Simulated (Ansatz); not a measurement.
Species: LiI, charge 0, multiplicity 1. 
Geometry from a B3LYP-D3(BJ)/def2-TZVP (Ansatz, a first-principles code) optimisation:
```xyz
2

Li     0.0000     0.0000    -2.2643
I      0.0000     0.0000     0.1282
```

Total electronic energies in hartree. Correlated levels leave the core frozen unless marked. No spin-orbit coupling. The frozen core is the preceding noble-gas configuration, with the filled d and f shells of earlier blocks. Past Kr the def2 sets carry scalar-relativistic core potentials. STO-3G rows are all-electron and non-relativistic. Basis-set limits of correlation are two-point, X^-3; Hartree-Fock from the larger set. [CCSD(T)-MP2]/basis is that difference in the basis named.

```
level                                                                 program  energy (Eh)
-------------------------------------------------------------  --------------  -----------
HF/STO-3G                                                              Ansatz  -6858.11863
HF/def2-QZVPPD                                                         Ansatz   -304.19557
PBE0-D3(BJ)/def2-TZVP                                          Ansatz + dftd3   -305.29538
HSE06/def2-TZVPD                                                       Ansatz   -305.29221
B2PLYP/def2-TZVPD                                                      Ansatz   -305.01194
CCSD/STO-3G                                                            Ansatz  -6858.13484
CCSD(T)/def2-QZVPP                                                     Ansatz   -304.38546
RI-MP2/CBS(def2-TZVPPD,def2-QZVPPD)+[CCSD(T)-MP2]/def2-QZVPPD          Ansatz    -304.4014
CCSD(T)/CBS(def2-TZVPPD,def2-QZVPPD)                                   Ansatz    -304.4028
```

Totals of different functionals don't rank their quality; only differences between species are comparable.
